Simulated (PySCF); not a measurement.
The isolated species `O([SiH](C)C)C=C` is ionised with Al Kα (hν = 1486.6 eV). Calculated photoelectron kinetic energies of its computed core levels, recoil neglected:

```
line  kinetic energy (eV)
   1              1379.59
   2              1378.96
   3              1196.95
   4              1196.36
   5              1194.64
   6               948.51
```

Computed with PySCF 2.14.0, delta-SCF UKS SCAN, pcX-2 on the ionised atom, pcseg-1 elsewhere, spin-free X2C.

Q: Which element, shell and site does each line come from? Numbering: `[CH2:1]=[CH:2][O:3][SiH:4]([CH3:5])[CH3:6]`.

A: Against the vacuum level, binding energy = hν − kinetic energy.

```json
{"line": "1", "binding energy (eV)": "107.01", "level": "Si 2p3/2", "atoms": "Si4", "environment": "oxygen-bound silicon"}
{"line": "2", "binding energy (eV)": "107.64", "level": "Si 2p1/2", "atoms": "Si4", "environment": "oxygen-bound silicon"}
{"line": "3", "binding energy (eV)": "289.65", "level": "C 1s", "atoms": "C1", "environment": "terminal =CH2 carbon"}
{"line": "4", "binding energy (eV)": "290.24", "level": "C 1s", "atoms": "C5/C6", "environment": "Si-methyl carbon"}
{"line": "5", "binding energy (eV)": "291.96", "level": "C 1s", "atoms": "C2", "environment": "vinylic carbon bearing oxygen"}
{"line": "6", "binding energy (eV)": "538.09", "level": "O 1s", "atoms": "O3", "environment": "silyl ether oxygen"}
```

Out of reach at this photon energy: Si 1s (1846.9 eV).

Q: Where does line 6 move with hν = 1000.0 eV?

A: To 1000.0 − 538.09 = 461.91 eV; every photoline shifts by the change in photon energy, -486.6 eV.

The listed C 1s values span 2.31 eV, from C1 (bonded to C (double bond) and 2 H) to C2 (bonded to O, C (double bond) and H). The widest gap between neighbouring values is 1.72 eV, between 290.24 and 291.96 eV.

Q: Which photon energy gives electrons from Si 2p3/2 of Si4 a kinetic energy of 100 eV, and what is their de Broglie wavelength?

A: hν = 107.01 + 100 = 207.01 eV, recoil neglected; λ = 12.264 Å/√(E/eV) = 1.23 Å.

Other core shells, valence and Auger electrons aren't listed. Topologically equivalent atoms share the value of their first member; where this conformer doesn't relate them by symmetry, their own values could differ. The unrestricted hole states depart most from a pure doublet (⟨S²⟩ = 0.75; over 0.85 named) for C 1s of C2 (0.86), which makes this value less certain. Spin–orbit coupling isn't in the SCF: each 2p doublet comes from a relaxed spin-free hole plus a matrix of the shell (mean-field spin–orbit coupling and the ground-state 2p splitting), with 2p3/2 averaged over its two sublevels. 2p1/2 minus 2p3/2 (ligand field included): Si 0.63 eV. Isolated species at its PBE0-D3(BJ)/def2-SVP geometry (one conformer only).

Hardware: one thread, Arm Neoverse V1 (aarch64), no GPU, shared host with 32 logical CPUs at a one-minute load of 10. Cost: 52 s, 0.70 GiB resident at most.

The values belong to the conformer `[CH2:1]=[CH:2][O:3][SiH:4]([CH3:5])[CH3:6]`: C1–C2–O3–Si4 164°, C2–O3–Si4–C5 -79°.
